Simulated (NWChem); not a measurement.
Species: stibine (SbH₃); SMILES [SbH3]

```xyz
4

Sb     0.0000     0.0000     0.0534
H      0.9981     0.9981    -0.9085
H      0.3653    -1.3634    -0.9085
H     -1.3634     0.3653    -0.9085
```
Atoms are numbered in this order, from 1.

Results from NWChem. Coordinates come from a PBE0-D3(BJ)/def2-TZVP optimisation. def2 effective core potentials on Sb; no spin-orbit coupling. Total energies compare along this basis series because the functional is fixed.

| level | basis functions | energy (Ha) | highest occupied level (eV) | orbital gap (eV) | dipole (D) |
|---|---|---|---|---|---|
| Hartree-Fock/def2-SVP | 41 | -240.9691 | -9.74 | 12.73 | 0.30 |
| Hartree-Fock/def2-SVPD | 56 | -240.9693 | -9.74 | 11.91 | 0.26 |
| Hartree-Fock/def2-TZVP | 68 | -240.9798 | -9.81 | 12.34 | 0.37 |
| Hartree-Fock/def2-TZVPD | 83 | -240.9800 | -9.81 | 11.62 | 0.32 |
| Hartree-Fock/def2-TZVPP | 92 | -240.9804 | -9.81 | 12.33 | 0.37 |
| Hartree-Fock/def2-QZVP | 172 | -240.9825 | -9.82 | 12.07 | 0.32 |
